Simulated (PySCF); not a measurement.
Compound: cyclo-(AsH)6.
Bonds: As1–As2, As1–As6, As2–As3, As3–As4, As4–As5, As5–As6. Hydrogens: H7 on As1; H8 on As2; H9 on As3; H10 on As4; H11 on As5; H12 on As6.

A GFN2-xTB structure was refined with PBE0-D3(BJ)/def2-SVP geometry optimisation, gas phase (PySCF). Its GFN2-xTB values:

```csv
coordinate,GFN2-xTB
As1–As2,2.345 Å
As1–As6,2.481 Å
As1–H7,1.513 Å
As2–As3,2.433 Å
As3–As4,2.603 Å
As1–As2–As3,98.0°
As1–As6–As5,99.2°
As2–As1–As6,107.0°
As2–As3–As4,100.3°
As4–As5–As6,106.2°
As2–As1–As6–As5,13°
As2–As3–As4–As5,24°
As3–As4–As5–As6,55°
As6–As1–As2–As3,66°
```

Problem. How do these coordinates change at the PBE0-D3(BJ)/def2-SVP level?

Solution. 
| coordinate | PBE0-D3(BJ)/def2-SVP (Å or °) | change |
| --- | --- | --- |
| As3–As4 | 2.449 | -0.154 |
| As1–As2 | 2.469 | +0.124 |
| As1–As6 | 2.437 | -0.044 |
| As2–As3 | 2.450 | +0.017 |
| As1–H7 | 1.529 | +0.016 |
| As2–As3–As4 | 94.6 | -5.7 |
| As2–As1–As6 | 104.3 | -2.7 |
| As4–As5–As6 | 104.8 | -1.4 |
| As1–As2–As3 | 96.7 | -1.3 |
| As1–As6–As5 | 99.9 | +0.7 |
| As2–As3–As4–As5 | 36 | +12 |
| As3–As4–As5–As6 | 45 | -10 |
| As2–As1–As6–As5 | 22 | +9 |
| As6–As1–As2–As3 | 60 | -6 |

The energy falls by 7.3 kcal/mol over 13 energy and gradient evaluations, the largest force component goes from 0.0361 to 2.4e-04 Eh/bohr, and the atoms move by 0.182 Å rms after alignment. The bond that changes most is As3–As4 (both ends arsenic bonded to 2 As and H), which shortens by 0.154 Å. Bonds longer at the end by more than 0.005 Å: 5 of 12; shorter: 6. Among the dihedrals that turn most is H9–As3–As4–H10, from 19° to 38°. Rotational constants go from 426.8, 382.0, 246.1 to 440.7, 386.6, 257.0 MHz.

The run used 222 basis functions and 84 SCF cycles in all.

Stationary, but not proved a minimum. One conformer, not necessarily the lowest.
